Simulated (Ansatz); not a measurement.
Born–Oppenheimer molecular dynamics of F3H3W (7 atoms, charge 0, multiplicity 1). It goes on from the last frame of an earlier run, with new velocities.

Method: Ansatz, RKS BLYP-D4/def2-SVP.

```yaml
ensemble: NVT, Langevin thermostat
time_step: 0.5 fs
steps_asked: 150
set_temperature: 100 K
friction: 0.005 /fs
masses: H 3.016 u
seed: 857947
```

First frame:

```xyz
7
Properties=species:S:1:pos:R:3
W 0.245 -0.240 -0.246
H -0.067 0.156 1.364
F 2.070 0.242 0.300
H -0.150 1.363 0.075
H -1.389 0.089 0.091
F -0.262 -2.003 0.217
F -0.302 0.202 -2.010
```

(1) How far do the bonds stretch over the last three quarters of this one trajectory? (Pairs bonded in most of those frames.)

## Answers

(1) 
```csv
bond,mean (Å),spread (Å),shortest,longest
W1–H2,1.698,0.028,1.65,1.74
W1–F3,1.895,0.040,1.84,1.95
W1–H4,1.696,0.023,1.66,1.74
W1–H5,1.688,0.007,1.68,1.70
W1–F6,1.892,0.018,1.86,1.92
W1–F7,1.891,0.005,1.88,1.90
```

Mean temperature of the second half: 102 K. A run of 0.075 ps of so small a system gives no equilibrium averages.

Time of the run: 4.1 min on 1 thread of Intel(R) Xeon(R) 6975P-C (Granite Rapids), with other jobs on the host, peak memory 0.14 GiB.
